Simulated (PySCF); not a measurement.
Compound: C6H12N (charge +1).
InChI=1S/C6H12N/c1-4-5-6-7(2)3/h4H,1-2,5-6H2,3H3/q+1

Torsions of this conformer, `[CH2:1]=[CH:2][CH2:3][CH2:4][N+:5](=[CH2:6])[CH3:7]`: C1–C2–C3–C4 94°, C2–C3–C4–N5 55°, C3–C4–N5–C6 -93°.

The closed-shell ground state was solved at several levels (PySCF, density fitting, gas phase, non-relativistic). The structure is a single PBE0-D3(BJ)/def2-SVP conformer in the gas phase; no vibrational or solvent corrections.

| level | basis functions | HOMO (eV) | LUMO (eV) | gap (eV) |
| --- | --- | --- | --- | --- |
| CAM-B3LYP/def2-SVPD | 236 | -12.87 | -5.78 | 7.09 |
| PBE0/pcSseg-1 | 179 | -11.57 | -6.94 | 4.63 |
| B3LYP/pcJ-1 | 309 | -11.32 | -7.17 | 4.15 |

Estimate the row for KT2/pcSseg-1, a basis of 179 functions; the other rows only guide the guess.

HOMO -10.55 eV, LUMO -7.90 eV, gap 2.65 eV.

Over all these levels, which gives the widest orbital gap and which the narrowest?

CAM-B3LYP/def2-SVPD (range-separated hybrid) has the widest, 7.09 eV, and KT2/pcSseg-1 (GGA) the narrowest, 2.65 eV. Functional and basis both differ between the two, so the spread mixes both effects.
